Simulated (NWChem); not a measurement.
System: PbH2O2, singlet; SMILES [OH][Pb][OH]

The following NWChem deck was run.

```
start job
memory heap 200 mb stack 900 mb global 1100 mb
geometry units angstroms noautoz
  Pb     0.295738     0.026030     0.000000
  O     -1.172930     1.517944     0.000000
  H     -2.041265     1.090156     0.000000
  O     -1.217241    -1.449528     0.000000
  H     -0.896383    -2.359046     0.000000
end
basis spherical
  * library def2-svpd
end
ecp
  Pb library def2-ecp
end
dft
  xc b3lyp
  iterations 150
end
tddft
  cis
  nroots 6
  notriplet
end
task tddft energy
```

Low-valent species are run as closed-shell singlets; no triplet was tried in these runs. Coordinates come from a PBE0/def2-SVP optimisation. No frequency run checked for a minimum. def2 effective core potentials on Pb; no spin-orbit coupling.

Vertical excitations in the gas phase.

What results follow from this input? (B3LYP/def2-SVPD with def2 effective core potentials on Pb, TDA.) Quantities: lowest excitation, singlet (eV); oscillator strength of that lowest state; lowest state with f > 0.02, singlet (eV); oscillator strength of that bright state; orbital gap (eV).


```json
{
  "lowest excitation, singlet (eV)": "4.25",
  "oscillator_strength_of_that_lowest_state": "0.038",
  "lowest state with f > 0.02, singlet (eV)": "4.25",
  "oscillator_strength_of_that_bright_state": "0.038",
  "orbital gap (eV)": "5.16"
}
```
